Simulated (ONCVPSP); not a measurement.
## germanium, ONCV: configuration errors across variants

```json
{"Element": "germanium (Ge)", "Generator": "ONCVPSP 4.0.1", "Type": "optimised norm-conserving Vanderbilt (ONCV)", "Functional": "LDA (Perdew-Wang 92)", "Relativity": "scalar-relativistic", "Frozen core": "[Ar]", "Valence charge": "14", "Reference configuration": "3d10 4s2 4p2", "Partial waves": "4s: rc 1.60 bohr, ncon 4, nbas 8, qcut 3.7 1/bohr, 2 projectors, debl 1.8 Ha; 4p: rc 1.60 bohr, ncon 4, nbas 9, qcut 5.1 1/bohr, 2 projectors, debl 1.8 Ha; 3d: rc 0.65 bohr, ncon 4, nbas 7, qcut 16.7 1/bohr, local", "Local potential": "the d channel", "Core correction": "none"}
```

All-electron excitation energies from the reference (eV): (1) 3d10 4s2 4p1 7.630; (2) 3d10 4s2 4p0 23.340; (3) 3d10 4s1 4p0 58.555; (4) 3d9 4s2 4p3 29.731.

1 further variants failed, have other tests or too few solved ones, and are left out.

A true bound ghost makes a file unfit for plane-wave use even where its test errors are small: the radial tests pick states by their node count and pass the ghost by.

Errors AE − PS in meV (a dash: test not solved or not reliable):

```tsv
change	(1)	(2)	(3)	(4)	bound ghosts	GHOST(+) flags above zero
base	-1.0	-2.8	+5.2	-446	s, p	s
p: nproj 1	-0.2	-2.5	+5.8	-430	s, p	s
p: qcut 6.7	-1.1	-2.8	+4.8	-487	s, p	s, p
all radii scaled by about 1.15 (s 1.84, p 1.84, d 0.76 bohr)	-1.0	-2.1	+5.1	-452	s, p	s
core correction Teter function fitted to the true core (icmod 2), fcfact 0.7	-1.1	-3.6	-3.9	-503	s, p	s
```

Q: Give the same row for: d: rc 0.56.

A: -1.0, -2.7, +5.2, -433; bound ghosts: s, p; GHOST(+) flags above zero: s.
